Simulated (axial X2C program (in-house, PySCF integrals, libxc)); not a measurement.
## Spin–orbit effects down a group: molecules with K (ions), PBE0

Calculated with an axial X2C code built on PySCF integrals, spin-free (one-electron X2C) or two-component (2c: spin–orbit coupling with atomic mean-field Coulomb and Gaunt terms, which also bring small scalar terms), in Dyall basis sets with cores contracted in-house; open shells are unrestricted.

Basis sets: H dyall-av3z, K dyall-acv3z, K dyall-av3z, Li dyall-av3z, Na dyall-av3z, Rb dyall-av3z.

| molecule | spin-free state | Re (Å) | ωe (cm⁻¹) | De (eV) | 2c state | Re 2c (Å) | ωe 2c (cm⁻¹) | De 2c (eV) |
| --- | --- | --- | --- | --- | --- | --- | --- | --- |
| KH⁻ | M_S = 1/2, Λ = 0 | 2.366 | 797.2 | 1.52 | Ω = 1/2 | 2.366 | 797.1 | 1.52 |
| LiK⁻ | M_S = 1/2, Λ = 0 | 3.786 | 134.9 | 0.70 | Ω = 1/2 | 3.786 | 134.9 | 0.70 |
| NaK⁻ | M_S = 1/2, Λ = 0 | 3.978 | 79.6 | 0.63 | Ω = 1/2 | 3.978 | 79.6 | 0.63 |
| KRb⁻ | M_S = 1/2, Λ = 0 | 4.657 | 47.6 | 0.55 | Ω = 1/2 | 4.655 | 47.6 | 0.55 |

Fragments in 2c: K + H-, K + Li-, K + Na-, Rb + K-. Each entry is the lowest single determinant of a limited PBE0 search at one distance. De goes to single-determinant-based atoms at the same level (for ions the charge split of lowest energy) and is withheld (n/a) where an atom does not fit its ground term or J level. Main or longest-lived isotopes. One determinant is a doubtful description, or other states lie close, for KH⁻, LiK⁻, KRb⁻; these need not be ground states, and all values refer to the states named.
